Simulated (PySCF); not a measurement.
Numbering as in the mapped SMILES `[BH3-:1][P:2](=[O:3])([C:4]([CH3:5])([CH3:6])[CH3:7])[C:8]([CH3:9])([CH3:10])[CH3:11]` (H(Xn): hydrogen on atom n).

Geometry: PBE0-D3(BJ)/def2-SVP; GIAO shifts from PySCF 2.14, gas phase, non-relativistic, averaged over equivalent atoms.

At PBE0/pcSseg-1 (299 basis functions, 110 s wall time on 1 thread of an Arm Neoverse V1, shared host):
```json
{"atoms": "B1", "δ (ppm)": "-47.1"}
{"atoms": "P2", "δ (ppm)": "65.8"}
{"atoms": "O3", "δ (ppm)": "74.3"}
{"atoms": "C4/C8", "δ (ppm)": "36.4"}
{"atoms": "C5/C6/C7/C9/C10/C11", "δ (ppm)": "29.2"}
{"atoms": "H(C5)/H(C6)/H(C7)/H(C9)/H(C10)/H(C11)", "δ (ppm)": "1.05"}
{"atoms": "H(B1)", "δ (ppm)": "0.55"}
```

Referencing at the same level of theory: 11B (σ = 100.73 ppm) vs BF3·OEt2; H3PO4 for 31P (σ = 310.13 ppm); 17O (σ = 334.56 ppm) against H2O; 13C (σ = 184.41 ppm), 1H (σ = 31.27 ppm) against TMS.

Q: What do these become at B97-2/pcSseg-1?

A: 
```csv
atoms,δ at B97-2/pcSseg-1,change
B1,-45.3,+1.8
P2,68.3,+2.5
O3,70.7,-3.6
C4/C8,36.4,+0.0
C5/C6/C7/C9/C10/C11,28.9,-0.3
H(C5)/H(C6)/H(C7)/H(C9)/H(C10)/H(C11),1.07,+0.02
H(B1),0.52,-0.03
```

Shifts are taken against calculated references (same method and geometry level): BF3·OEt2 for 11B (σ = 101.82 ppm); H3PO4 for 31P (σ = 316.18 ppm); H2O for 17O (σ = 331.62 ppm); 13C (σ = 183.69 ppm), 1H (σ = 31.38 ppm) vs TMS.

The largest change is at O3 (P=O oxygen). Cost: 299 basis functions, 97 s wall time on 1 thread of an Arm Neoverse V1, shared host.

Experimental scales use liquid or dissolved standards, which lie at an offset from isolated H2O (liquid H2O: subtract about 36 ppm) and H3PO4.
